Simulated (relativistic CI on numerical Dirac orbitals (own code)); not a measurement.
Electric-dipole lines of Yb⁶¹⁺

Computed by Dirac-Coulomb-Breit CI, orbitals from a KLI potential per configuration, model QED (radiative potential, 1s self-energy scaled to tabulated hydrogen-like ionisation energies), unscaled Slater integrals (own radial code, finite nucleus).

Configuration list (outside the closed core 1s2): 2s²2p⁵, 2s2p⁶, 2p⁶3s, 2p⁶3p, 2s²2p⁴3s, 2p⁶3d, 2s²2p⁴3p, 2s²2p⁴3d, 2s2p⁵3s, 2s2p⁵3p, 2s2p⁵3d, 2s²2p⁴4s, 2s²2p⁴4p, 2s²2p⁴4d, 2s²2p⁴4f, 2s²2p³3s², 2s2p⁵4s, 2s²2p³3s3p, 2s2p⁵4p, 2s²2p⁴5s, 2s2p⁵4d, 2s2p⁵4f, 2s²2p⁴5p, 2s²2p³3s3d, 2s²2p⁴5d, 2s²2p³3p², 2s²2p⁴5f, 2s²2p⁴5g, 2s²2p³3p3d, 2s2p⁴3s², 2s²2p³3d², 2s2p⁴3s3p, 2s2p⁴3s3d, 2s2p⁴3p², 2s2p⁵5s, 2s2p⁴3p3d. Levels of other configurations are missing.

| λ vac (nm) | Lower | Upper | A (s⁻¹) | log gf | S velocity/length |
| --- | --- | --- | --- | --- | --- |
| 0.13454 | 2s²2p⁵ ²P°3/2 [1] | 2s²2p⁴3d ²F5/2 [53] | 9.77e+14 | 0.20 | 1.00 |
| 0.13496 | 2s2p⁶ ²S1/2 [3] | 2s2p⁵3d ²P°3/2 [115] | 1.24e+15 | 0.13 | 0.98 |
| 0.13594 | 2s²2p⁵ ²P°3/2 [1] | 2s2p⁵3p ²D5/2 [45] | 5.23e+14 | -0.06 | 1.00 |
| 0.15055 | 2s²2p⁵ ²P°3/2 [1] | 2s²2p⁴3d ²D5/2 [25] | 8.81e+14 | 0.25 | 1.00 |
| 0.15065 | 2s²2p⁵ ²P°1/2 [2] | 2s²2p⁴3d ²P1/2 [63] | 2.40e+15 | 0.21 | 0.99 |
| 0.15076 | 2s²2p⁵ ²P°1/2 [2] | 2s²2p⁴3d ²D3/2 [62] | 2.22e+15 | 0.48 | 1.00 |
| 0.15096 | 2s2p⁶ ²S1/2 [3] | 2s2p⁵3d ²P°3/2 [85] | 1.72e+15 | 0.37 | 0.98 |
| 0.15113 | 2s²2p⁵ ²P°3/2 [1] | 2s²2p⁴3d ²P3/2 [24] | 1.56e+15 | 0.33 | 1.00 |
| 0.15116 | 2s²2p⁵ ²P°3/2 [1] | 2s²2p⁴3d ²D5/2 [23] | 1.25e+15 | 0.41 | 1.00 |
| 0.15194 | 2s2p⁶ ²S1/2 [3] | 2s2p⁵3d ²P°1/2 [82] | 2.22e+15 | 0.19 | 0.98 |
| 0.44154 | 2s²2p⁴3p ⁴D°7/2 [11] | 2s²2p⁴4d ⁴F9/2 [125] | 1.04e+14 | 0.48 | 1.00 |
| 0.44155 | 2s²2p⁴3p ²D°5/2 [10] | 2s²2p⁴4d ²F7/2 [124] | 8.16e+13 | 0.28 | 1.00 |
| 0.45886 | 2s²2p⁴3d ²D3/2 [19] | 2s²2p⁴4f ²F°5/2 [143] | 1.87e+14 | 0.55 | 0.99 |
| 0.45928 | 2s²2p⁴3d ⁴D5/2 [16] | 2s²2p⁴4f ²G°7/2 [133] | 1.48e+14 | 0.57 | 0.99 |
| 0.45957 | 2s²2p⁴3d ²F7/2 [17] | 2s²2p⁴4f ²G°9/2 [132] | 1.98e+14 | 0.80 | 1.00 |
| 0.46853 | 2s²2p⁴3d ²G9/2 [59] | 2s²2p⁴4f ²H°11/2 [194] | 2.09e+14 | 0.92 | 1.00 |
| 0.46878 | 2s²2p⁴3d ²F7/2 [20] | 2s²2p⁴4f ²G°9/2 [138] | 1.84e+14 | 0.78 | 0.99 |
| 0.46896 | 2s²2p⁴3d ⁴F9/2 [21] | 2s²2p⁴4f ⁴G°11/2 [137] | 2.09e+14 | 0.92 | 1.00 |
| 0.47074 | 2s²2p⁴3d ²D5/2 [25] | 2s²2p⁴4f ²F°7/2 [144] | 2.01e+14 | 0.73 | 0.99 |
| 0.47514 | 2s²2p⁴3d ²D5/2 [23] | 2s²2p⁴4f ²F°7/2 [139] | 1.52e+14 | 0.61 | 0.99 |

Terms are leading LS components. Brackets give the number of a level in order of energy, since labels repeat. The list gives strong lines, with weight on those to low levels, among the lowest 386 of 1520 levels, so that lines to higher ones, which can be the strongest, are missing. Levels whose partners in the same complex of configurations lie outside the list can be far off, and so can their lines. Rates are taken at the computed energies, electric ones in the length gauge. A velocity-to-length ratio far from 1 marks an uncertain rate.

At this charge energies of transitions that change n are usually good to better than 1 %, and those within a shell (Δn = 0) to a few per cent.

LS names give the leading component of a level, which can be under half, so a name can repeat, a term be missing and a line seem to break the LS rules.
